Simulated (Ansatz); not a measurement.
Worked example: vertical ionisation energy of SrO (SMILES [O][Sr])

SrO: 2 atoms, total charge 0, spin state singlet. SMILES: `[O][Sr]`. Geometry: a GFN2-xTB relaxation, a rough one for these elements and not checked as a minimum.

```tsv
atom	x (Å)	y (Å)	z (Å)
O	0.0000	0.0000	0.0000
Sr	0.0000	0.0000	2.0032
```

Both states at this one shape; open shells run unrestricted unless said. 1 Eh = 27.2114 eV.

| level | program | singlet SrO (Eh) | doublet SrO+ (Eh) |
| --- | --- | --- | --- |
| r2SCAN/STO-3G | Ansatz | -3174.618168 | -3174.554266 |
| wB97X/STO-3G | Ansatz | -3174.622289 | -3174.563984 |

Problem. Work out the vertical ionisation energy at each level.

Solution. 
1. r2SCAN/STO-3G: -3174.554266 − (-3174.618168) = 0.063902 Eh = 1.74 eV.
2. wB97X/STO-3G: -3174.563984 − (-3174.622289) = 0.058305 Eh = 1.59 eV.

No measured value is set beside it here; the levels span 1.59 to 1.74 eV. Minimal sets are far from the basis-set limit. All-electron rows are non-relativistic unless named. The second state is spin-contaminated at r2SCAN/STO-3G (⟨S²⟩ = 1.07). The second state is spin-contaminated at wB97X/STO-3G (⟨S²⟩ = 1.04).
